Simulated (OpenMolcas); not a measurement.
F2+: effect of the basis set

```
Program             : OpenMolcas 26.06
Method              : SS-CASPT2, IPEA 0.25 Eh, imaginary shift 0.1 Eh (closed shells correlated: 1s)
Active space        : 5 electrons in 8 orbitals (2s 2p 3s 3p)
State averaging     : 2S+1 = 4 odd, 1 root; 2S+1 = 2 odd, 8 roots; 2S+1 = 4 even, 3 roots; 2S+1 = 2 even, 9 roots
Spin-orbit coupling : state interaction with AMFI integrals over the reference wave functions, term energies averaged over their components
```

A. ANO-RCC-VTZP [4s3p2d1f], DKH2, point nucleus; CASPT2 step about 5 core-seconds
B. ANO-R2 [4s4p2d1f], X2C, finite nucleus; CASPT2 step roughly 7 core-seconds
C. ANO-RCC-VQZP [5s4p3d2f1g], DKH2, point nucleus; CASPT2 step about 13 core-seconds
D. ANO-RCC [8s7p4d3f2g], DKH2, point nucleus; CASPT2 step about 23 core-seconds

Energies in cm⁻¹ above 2s² 2p³ ⁴S°_3/2, the measured ground level; measured values from Moore, Atomic Energy Levels, vol. I, NSRDS-NBS 35 (1971 reprint of NBS Circular 467, 1949).

```csv
Level,A,B,C,D,Measured
2s² 2p³ ⁴S°_3/2,0.0,0.0,0.0,0.0,0.0
2s² 2p³ ²D°_3/2,35120,35170,34910,34700,
2s² 2p³ ²D°_5/2,35140,35190,34930,34720,
2s² 2p³ ²P°_1/2,52380,52470,52180,51940,
2s² 2p³ ²P°_3/2,52400,52490,52190,51960,
2s 2p⁴ ⁴P_5/2,152740,152450,152340,152410,151898
2s 2p⁴ ⁴P_3/2,153030,152740,152630,152700,152235
2s 2p⁴ ⁴P_1/2,153200,152900,152800,152870,152410
2s 2p⁴ ²D_3/2,212730,212400,211920,211740,210256
2s 2p⁴ ²D_5/2,212740,212410,211940,211760,210240
2s 2p⁴ ²S_1/2,251190,250750,250310,249940,248260
```

Deviations, from unrounded energies. A percentage is the sum of absolute deviations over the sum of measured energies, with the sign that they share, or ± where signs differ.

| Against measurement | Levels | A | B | C | D |
| --- | --- | --- | --- | --- | --- |
| mean absolute deviation (cm-1) | 6 | 1700 | 1400 | 1100 | 1000 |
| other configurations (%) | 6 | +0.9 | +0.7 | +0.6 | +0.5 |

D lies closest to measurement on these levels and A furthest from it. The largest miss of D in the table is 2s 2p⁴ ²S_1/2, by +1700 cm-1. The ranking rests on the paired levels alone, and a cruder setting can come out closer through cancelling errors.

Among A to D the level of the table that moves most is 2s 2p⁴ ²S_1/2, by 1200 cm-1 (lowest in D, highest in A). Moves below CASPT2's spread within the term are not significant.

Term energies are means over components that CASPT2 splits; among the terms shown or strongly mixed into the levels shown the widest spread is 180 cm-1 (2s 2p⁴ ²D, B). Active for correlation alone: 3p 3s; no level in the range computed is led by a configuration that fills them, so any true level of that kind is missing. Computed and measured levels are paired by configuration, term and J; levels that our copy of the source lacks, or whose pairing is in doubt (as where it misses far off the trend of its configuration), stay unpaired and out of the deviations. Levels of configurations outside the active space are missing. The table leaves out levels that lie high or whose names do not pair safely across all columns.

° marks odd parity.
